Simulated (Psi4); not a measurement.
HCl, charge +1, doublet, geometry from GFN2-xTB (a state made from the parent by changing its charge; the spin is typed, not shown lowest), with bond 2-1 at 1.3 times its length; HF/def2-SVP (Psi4).

Here is a job for Psi4.
```
memory 2 GB

molecule mol {
1 2
Cl   -0.000000   -0.000000   -0.073934
H     0.000000    0.000000    1.656115
}

set {
  basis def2-svp
  reference uhf
  damping_percentage 50
}

energy('scf')
print_variables()
```

The log (banner, timings and long lists left out):

```
   => Loading Basis Set <=

    Name: DEF2-SVP
    Role: ORBITAL
    Keyword: BASIS

         ---------------------------------------------------------
                                   SCF
               by Justin Turney, Rob Parrish, Andy Simmonett
                          and Daniel G. A. Smith
                              UHF Reference
         ---------------------------------------------------------

  ==> Geometry <==

    Molecular point group: c2v
    Full point group: C_inf_v

    Geometry (in Angstrom), charge = 1, multiplicity = 2:

       Center              X                  Y                   Z               Mass
    ------------   -----------------  -----------------  -----------------  -----------------
         CL           0.000000000000     0.000000000000    -0.048464360802    34.968852682000
         H            0.000000000000     0.000000000000     1.681584639198     1.007825032230

  Running in c2v symmetry.

  Rotational constants: A = ************  B =      5.74955  C =      5.74955 [cm^-1]
  Rotational constants: A = ************  B = 172367.31751  C = 172367.31751 [MHz]
  Nuclear repulsion =    5.199859993208285

  Charge       = 1
  Multiplicity = 2
  Electrons    = 17
  Nalpha       = 9
  Nbeta        = 8

  ==> Algorithm <==

  SCF Algorithm Type is DF.
  DIIS enabled.
  MOM disabled.
  Fractional occupation disabled.
  Guess Type is SAD.
  Energy threshold   = 1.00e-06
  Density threshold  = 1.00e-06
  Integral threshold = 1.00e-12

  ==> Primary Basis <==

  Basis Set: DEF2-SVP
    Blend: DEF2-SVP
    Number of shells: 11
    Number of basis functions: 23
    Number of Cartesian functions: 24
    Spherical Harmonics?: true
    Max angular momentum: 2

   => Loading Basis Set <=

    Name: (DEF2-SVP AUX)
    Role: JKFIT
    Keyword: DF_BASIS_SCF

  ==> Integral Setup <==

  SCF_SUBTYPE=INCORE selected. In-core MEM_DF algorithm will be used.
  Using in-core AOs.

  ==> MemDFJK: Density-Fitted J/K Matrices <==

    J tasked:                   Yes
    K tasked:                   Yes
    wK tasked:                   No
    Algorithm:                 Core
    Schwarz Cutoff:           1E-12
    Mask sparsity (%):       0.0000
    Fitting Condition:        1E-10

   => Auxiliary Basis Set <=

  Basis Set: (DEF2-SVP AUX)
    Blend: DEF2-UNIVERSAL-JKFIT
    Number of shells: 44
    Number of basis functions: 146
    Number of Cartesian functions: 175
    Spherical Harmonics?: true
    Max angular momentum: 4

[...]
   @DF-UHF iter  90:  -459.46875539141382   -1.33404e-05   2.33622e-04 DIIS/ADIIS/DAMP=50%
   @DF-UHF iter  91:  -459.46867506021727    8.03312e-05   2.19427e-04 DIIS/ADIIS/DAMP=50%
   @DF-UHF iter  92:  -459.46872255240987   -4.74922e-05   2.29363e-04 DIIS/ADIIS/DAMP=50%
   @DF-UHF iter  93:  -459.46887638248927   -1.53830e-04   2.67081e-04 DIIS/ADIIS/DAMP=50%
   @DF-UHF iter  94:  -459.46886124329609    1.51392e-05   2.57508e-04 DIIS/ADIIS/DAMP=50%
   @DF-UHF iter  95:  -459.46881743154790    4.38117e-05   2.42338e-04 DIIS/ADIIS/DAMP=50%
   @DF-UHF iter  96:  -459.46884107662027   -2.36451e-05   2.44736e-04 DIIS/ADIIS/DAMP=50%
   @DF-UHF iter  97:  -459.46884497639081   -3.89977e-06   2.59484e-04 DIIS/ADIIS/DAMP=50%
   @DF-UHF iter  98:  -459.46881009417530    3.48822e-05   2.61002e-04 DIIS/ADIIS/DAMP=50%
   @DF-UHF iter  99:  -459.46870473836429    1.05356e-04   2.50828e-04 DIIS/ADIIS/DAMP=50%
   @DF-UHF iter 100:  -459.46872536458517   -2.06262e-05   2.73195e-04 DIIS/ADIIS/DAMP=50%

PsiException: Could not converge SCF iterations in 100 iterations.

  Failed to converge.

Traceback (most recent call last):
  File "psi4", line 375, in <module>
  File "<string>", line 24, in <module>
  File "site-packages/psi4/driver/driver.py", line 533, in energy
  File "site-packages/psi4/driver/procrouting/proc.py", line 2760, in run_scf
  File "site-packages/psi4/driver/procrouting/proc.py", line 2047, in scf_helper
  File "site-packages/psi4/driver/procrouting/scf_proc/scf_iterator.py", line 93, in scf_compute_energy
  File "site-packages/psi4/driver/procrouting/scf_proc/scf_iterator.py", line 86, in scf_compute_energy
  File "site-packages/psi4/driver/procrouting/scf_proc/scf_iterator.py", line 609, in scf_iterate

psi4.driver.p4util.exceptions.SCFConvergenceError: Could not converge SCF iterations in 100 iterations.

Printing out the relevant lines from the Psithon --> Python processed input file:
    ""","mol")
    core.IO.set_default_namespace("mol")
    core.set_global_option("BASIS", "def2-svp")
    core.set_global_option("REFERENCE", "uhf")
    core.set_global_option("DAMPING_PERCENTAGE", 50)
--> energy('scf')
    print_variables()

!-------------------------------------------------------!
!                                                       !
!  Could not converge SCF iterations in 100 iterations. !
!                                                       !
!-------------------------------------------------------!
```

Convergence was not reached.
